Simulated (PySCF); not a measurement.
Ionisation energy along the 12-electron series

Calculated with PySCF 2.14 and a two-component X2C-1e Hamiltonian (Gaussian nucleus, no Breit or QED terms), each ion in its own even-tempered basis scaled to its charge; GMP2 freezes 1s2 and drops the highest virtual spinors. Values in eV. NIST values: (m) measured, (s) semi-empirical, (t) theoretical.

```json
{"ion": "Eu⁵¹⁺", "configuration": "[Ne] 3s2", "GHF (spin-free)": "4732.4", "GHF (screened spin-orbit)": "4732.2", "GMP2 (screened spin-orbit)": "4735.9", "NIST": "4729 ± 4 (t)"}
{"ion": "Gd⁵²⁺", "configuration": "[Ne] 3s2", "GHF (spin-free)": "4917.5", "GHF (screened spin-orbit)": "4917.2", "GMP2 (screened spin-orbit)": "4920.9", "NIST": "4914 ± 4 (t)"}
{"ion": "Tb⁵³⁺", "configuration": "[Ne] 3s2", "GHF (spin-free)": "5106.8", "GHF (screened spin-orbit)": "5106.5", "GMP2 (screened spin-orbit)": "5110.2", "NIST": "5103 ± 5 (t)"}
```

Between Z = 63 and Z = 65 the GMP2 (screened spin-orbit) value grows as Z to the power 2.43.
